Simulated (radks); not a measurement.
Results of a calculation; reference values are marked as such.
Task: The strontium ion Sr27+, [Ne] 3s1. Level of theory: non-relativistic Kohn-Sham, PBE, spin-polarised, spherical densities, point nucleus (a radial shooting solver on a logarithmic mesh with Libxc functionals). Every spin shell is full or empty, so the densities are truly spherical. Functionals are evaluated on that one density, not self-consistently. Rank these exchange functionals by their error against the exact value of the orbitals, and give that value: LDA, PBEsol, WC, SOGGA, APBE, TPSS, Tao-Mo, MVS.

Result: Exact: -62.8788 hartree. From best to worst, with 100 (|E| - |E exact|)/|E exact| (equal figures are ties): TPSS -0.03, APBE +0.29, MVS -0.39, Tao-Mo -0.51, WC -1.75, PBEsol -3.60, SOGGA -3.65, LDA -7.93.
